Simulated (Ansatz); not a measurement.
`BN([SiH2]C)C(C)(C)C`: the same geometry under several functionals.

```yaml
crystal:
  periodic: [false, false, false]
  atoms:
    - {symbol: B, position_ang: [-1.403578, -1.495659, 0.148559]}
    - {symbol: N, position_ang: [-0.310646, -0.631158, 0.198753]}
    - {symbol: Si, position_ang: [0.199584, -0.276405, 1.854273]}
    - {symbol: C, position_ang: [-0.999935, 0.864062, 2.710173]}
    - {symbol: C, position_ang: [0.355607, -0.003458, -0.967261]}
    - {symbol: C, position_ang: [1.786240, -0.530300, -1.067309]}
    - {symbol: C, position_ang: [0.366894, 1.512615, -0.776527]}
    - {symbol: C, position_ang: [-0.372505, -0.321794, -2.264078]}
    - {symbol: H, position_ang: [-1.826341, -1.906682, 1.197514]}
    - {symbol: H, position_ang: [-1.931739, -1.834024, -0.867275]}
    - {symbol: H, position_ang: [0.323411, -1.553326, 2.599683]}
    - {symbol: H, position_ang: [1.544433, 0.361048, 1.832682]}
    - {symbol: H, position_ang: [-1.995543, 0.416324, 2.746619]}
    - {symbol: H, position_ang: [-0.675542, 1.061603, 3.735397]}
    - {symbol: H, position_ang: [-1.073275, 1.819323, 2.185150]}
    - {symbol: H, position_ang: [2.360652, -0.302759, -0.167540]}
    - {symbol: H, position_ang: [2.299995, -0.076111, -1.917865]}
    - {symbol: H, position_ang: [1.780964, -1.613533, -1.206560]}
    - {symbol: H, position_ang: [0.907927, 1.801528, 0.127874]}
    - {symbol: H, position_ang: [-0.653545, 1.896625, -0.707879]}
    - {symbol: H, position_ang: [0.859682, 1.997489, -1.622117]}
    - {symbol: H, position_ang: [0.139545, 0.179969, -3.087952]}
    - {symbol: H, position_ang: [-0.380704, -1.392848, -2.470729]}
    - {symbol: H, position_ang: [-1.406680, 0.026870, -2.240185]}
basis:
  gaussian: {orbitals: def2-TZVPP}
hamiltonian: {xc: {name: B3LYP}, dispersion: d4}
output: {forces: true, orbitals: {seedname: orbitals}}
```

```sh
$ ansatz run in.yaml --threads 4 --pin off --events-out ev --progress --plain --max-ram 41984MiB --backend cuda --devices 0, --max-vram 37GiB
```

It prints (some lines left out):

```
Functional definition: B3LYP
2459 factors; their error is unknown
mean field evaluation 1: about -15473.6403 eV, gradient 1.0e2 eV
mean field evaluation 2: about -15444.6204 eV, gradient 1.4e2 eV
mean field evaluation 4: about -15495.8674 eV, gradient 9.3e0 eV
mean field evaluation 8: about -15496.0488 eV, gradient 2.2e-1 eV
mean field evaluation 16: about -15496.0256 eV, gradient 7.3e-4 eV
mean field -15496.02559392 eV, -569.4684369931 hartree, gradient 5.7e-6 eV, S^2 0.000000; 0 other end points of the search recorded, 0 dependent functions left out
reference -15496.02597296 eV, -569.4684509225 hartree; 36, 36 occupied and 447, 447 virtual orbitals, 2459 factors
Total energy: -15497.07578621 eV, -569.5070308481 hartree
Atom 0 at    -1.403578    -1.495659     0.148559 Å, force    -0.175797    -0.145076    -0.024014 eV/Å
Atom 1 at    -0.310646    -0.631158     0.198753 Å, force    -0.136609    -0.117166     0.199576 eV/Å
Atom 2 at     0.199584    -0.276405     1.854273 Å, force     0.236085    -0.067489     0.150386 eV/Å
Atom 3 at    -0.999935     0.864062     2.710173 Å, force    -0.069215     0.056014     0.038752 eV/Å
Atom 4 at     0.355607    -0.003458    -0.967261 Å, force     0.031709     0.032465    -0.082861 eV/Å
Atom 5 at     1.786240    -0.530300    -1.067309 Å, force     0.247610    -0.085855    -0.007444 eV/Å
Atom 6 at     0.366894     1.512615    -0.776527 Å, force     0.015303     0.266401     0.035685 eV/Å
Atom 7 at    -0.372505    -0.321794    -2.264078 Å, force    -0.110327    -0.043050    -0.235968 eV/Å
Atom 8 at    -1.826341    -1.906682     1.197514 Å, force     0.026435     0.032560    -0.148784 eV/Å
Atom 9 at    -1.931739    -1.834024    -0.867275 Å, force     0.054551     0.029849     0.147233 eV/Å
Atom 10 at     0.323411    -1.553326     2.599683 Å, force    -0.003395     0.094956    -0.045160 eV/Å
Atom 11 at     1.544433     0.361048     1.832682 Å, force    -0.107668    -0.051652     0.010035 eV/Å
Atom 12 at    -1.995543     0.416324     2.746619 Å, force     0.044144     0.041675     0.009010 eV/Å
Atom 13 at    -0.675542     1.061603     3.735397 Å, force    -0.027548     0.001579    -0.042332 eV/Å
Atom 14 at    -1.073275     1.819323     2.185150 Å, force    -0.008979    -0.042687     0.039604 eV/Å
Atom 15 at     2.360652    -0.302759    -0.167540 Å, force    -0.021947    -0.026813    -0.079099 eV/Å
Atom 16 at     2.299995    -0.076111    -1.917865 Å, force    -0.012345    -0.035906     0.048987 eV/Å
Atom 17 at     1.780964    -1.613533    -1.206560 Å, force     0.015405     0.058605     0.008516 eV/Å
Atom 18 at     0.907927     1.801528     0.127874 Å, force    -0.047629     0.005015    -0.083100 eV/Å
Atom 19 at    -0.653545     1.896625    -0.707879 Å, force     0.064953    -0.007748     0.000116 eV/Å
Atom 20 at     0.859682     1.997489    -1.622117 Å, force    -0.032204    -0.011191     0.053492 eV/Å
Atom 21 at     0.139545     0.179969    -3.087952 Å, force    -0.042735    -0.035393     0.032357 eV/Å
Atom 22 at    -0.380704    -1.392848    -2.470729 Å, force    -0.005853     0.076270    -0.004466 eV/Å
Atom 23 at    -1.406680     0.026870    -2.240185 Å, force     0.066056    -0.025365    -0.020522 eV/Å
Dipole moment:     0.151211     0.290648    -0.113851 e Å
```

Hardware: 4 threads of an AMD EPYC 7R13 on a shared host and a share of an NVIDIA H100 80 GB. Wall time 3 s, peak host memory 1.1 GiB.

With the line `hamiltonian: {xc: {name: revPBE}, dispersion: d4}` and no forces (abridged; 2.3 s):

```
Functional definition: revPBE
mean field evaluation 16: about -15490.4318 eV, gradient 2.7e-3 eV
mean field -15490.43177094 eV, -569.2628677902 hartree, gradient 1.8e-5 eV, S^2 0.000000
Total energy: -15492.44727540 eV, -569.3369362131 hartree
```

The same input with `hamiltonian: {xc: {name: PBE-QIDH}}` and no forces (abridged; 5 s):

```
Functional definition: PBE-QIDH
mean field evaluation 16: about -15465.3379 eV, gradient 2.0e-4 eV
mean field -15465.33790943 eV, -568.3406853890 hartree, gradient 4.7e-6 eV, S^2 0.000000
12 core orbitals not correlated: weight in the atoms' cores, before any rotation towards them, 1.000 or more for the frozen orbitals, at most 0.000 for the correlated occupied ones
second order -40.94051264 eV of doubles, -0.00000000 eV of singles
Total energy: -15478.98476503 eV, -568.8421980821 hartree
```

The same input with `hamiltonian: {xc: r2scan, dispersion: d4}` (abridged; 3.3 s):

```
Functional definition: r2SCAN
mean field evaluation 16: about -15489.4801 eV, gradient 1.4e-2 eV
mean field -15489.48012568 eV, -569.2278954719 hartree, gradient 3.4e-5 eV, S^2 0.000000
Total energy: -15489.66372347 eV, -569.2346425664 hartree
Atom 0 force    -0.175367    -0.138462    -0.008968 eV/Å
Atom 1 force    -0.043247    -0.051712     0.166461 eV/Å
Atom 2 force     0.064178    -0.002623     0.105221 eV/Å
Atom 3 force     0.006966    -0.010067    -0.002102 eV/Å
Atom 4 force     0.072444     0.067655    -0.159702 eV/Å
Atom 5 force     0.162562    -0.057246    -0.000616 eV/Å
Atom 6 force     0.007588     0.168989     0.026450 eV/Å
Atom 7 force    -0.069947    -0.029815    -0.150660 eV/Å
Atom 8 force     0.011517     0.014791    -0.033913 eV/Å
Atom 9 force     0.017233     0.010937     0.044349 eV/Å
Atom 10 force     0.004950     0.030512    -0.010752 eV/Å
Atom 11 force    -0.029868    -0.013015     0.014108 eV/Å
Atom 12 force     0.014613     0.021595     0.005143 eV/Å
Atom 13 force    -0.016979     0.005696    -0.018059 eV/Å
Atom 14 force    -0.008699    -0.011204     0.020428 eV/Å
Atom 15 force    -0.007426    -0.004264    -0.021330 eV/Å
Atom 16 force    -0.009172    -0.005974     0.008907 eV/Å
Atom 17 force    -0.001108     0.008677     0.000817 eV/Å
Atom 18 force    -0.009727    -0.000192    -0.014644 eV/Å
Atom 19 force     0.006212    -0.003985     0.000780 eV/Å
Atom 20 force    -0.006788    -0.007569     0.009020 eV/Å
Atom 21 force    -0.004009    -0.005158     0.016448 eV/Å
Atom 22 force     0.000726     0.018248     0.002319 eV/Å
Atom 23 force     0.013347    -0.005813     0.000294 eV/Å
Dipole moment:     0.149477     0.302483    -0.119218 e Å
```

With the line `hamiltonian: {xc: {name: r2SCAN0}, dispersion: d4}` and no forces (abridged; 3.6 s):

```
Functional definition: r2SCAN0
mean field evaluation 16: about -15488.8566 eV, gradient 1.1e-4 eV
mean field -15488.85663766 eV, -569.2049827101 hartree, gradient 3.0e-5 eV, S^2 0.000000
Total energy: -15489.06781840 eV, -569.2127434590 hartree
```

The same input with `hamiltonian: {xc: {name: BHLYP}, dispersion: d4}` and no forces (abridged; 2.3 s):

```
Functional definition: BHLYP
mean field evaluation 16: about -15490.2511 eV, gradient 5.9e-5 eV
mean field -15490.25110758 eV, -569.2562285344 hartree, gradient 5.9e-5 eV, S^2 0.000000
Total energy: -15491.02011641 eV, -569.2844890873 hartree
```

B3LYP takes the VWN-RPA correlation (the form of Gaussian; ORCA's B3LYP/G).
